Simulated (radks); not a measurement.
The numbers below are computed, except where a source is named.
Species: Pb+. Configuration: [Xe] 4f14 5d10 6s1.5 6p1 6d0.5 (fractional occupations, a model configuration). Level of theory: scalar-relativistic Kohn-Sham, SCAN, spin-polarised, spherical densities, finite nucleus; open shells are filled with parallel spins first (spin-orbit coupling, left out, can overturn this in heavy ions); meta-GGA in the generalised Kohn-Sham scheme; Fermi nuclear charge, rms radius 5.5012 fm (a radial shooting solver on a logarithmic mesh with Libxc functionals). Some entries of the table are withheld. Estimate them.

| orbital | occ. | eigenvalue (hartree) | <1/r> (bohr^-1) | <r> (bohr) |
|---|---|---|---|---|
| 1s up | 1 | -3240.894 | 101.3 | 0.01605 |
| 1s down | 1 | -3240.893 | 101.3 | 0.01605 |
| 2s up | 1 | -581.1094 | 23.81 | 0.06758 |
| 2s down | 1 | -581.1087 | 23.81 | 0.06758 |
| 2p up | 3 | -498.5095 | 20.91 | 0.06143 |
| 2p down | 3 | -498.5086 | 20.91 | 0.06143 |
| 3s up | 1 | -140.2826 | 8.831 | 0.1744 |
| 3s down | 1 | -140.2821 | 8.831 | 0.1744 |
| 3p up | 3 | -116.4682 | 7.984 | 0.1764 |
| 3p down | 3 | -116.4675 | 7.984 | 0.1764 |
| 3d up | 5 | -92.08748 | 7.484 | 0.1600 |
| 3d down | 5 | -92.08665 | 7.484 | 0.1600 |
| 4s up | 1 | -32.30469 | 3.796 | 0.3841 |
| 4s down | 1 | -32.30411 | 3.796 | 0.3841 |
| 4p up | 3 | -24.46522 | 3.416 | 0.4095 |
| 4p down | 3 | -24.46469 | 3.416 | 0.4095 |
| 4d up | 5 | -15.34520 | 3.070 | 0.4309 |
| 4d down | 5 | -15.34416 | 3.070 | 0.4309 |
| 5s down | 1 | -5.77767 | 1.588 | 0.8563 |
| 5s up | 1 | -5.77417 | 1.590 | 0.8553 |
| 4f up | 7 | -5.31725 | 2.675 | 0.4540 |
| 4f down | 7 | -5.31525 | 2.675 | 0.4539 |
| 5p down | 3 | -3.61388 | 1.362 | 0.9770 |
| 5p up | 3 | -3.60845 | 1.363 | 0.9768 |
| 5d up | 5 | -1.17568 | 1.011 | (1) |
| 5d down | 5 | -1.16812 | 1.021 | (2) |
| 6s up | 1 | -0.81792 | 0.5714 | (3) |
| 6s down | 0.5 | -0.75227 | 0.5859 | (4) |
| 6p up | 1 | -0.44990 | 0.4376 | 2.868 |
| 6d up | 0.5 | -0.14118 | 0.2268 | 5.490 |

Answer. 
(1) 5d up <r> (bohr): 1.300
(2) 5d down <r> (bohr): 1.284
(3) 6s up <r> (bohr): 2.226
(4) 6s down <r> (bohr): 2.184
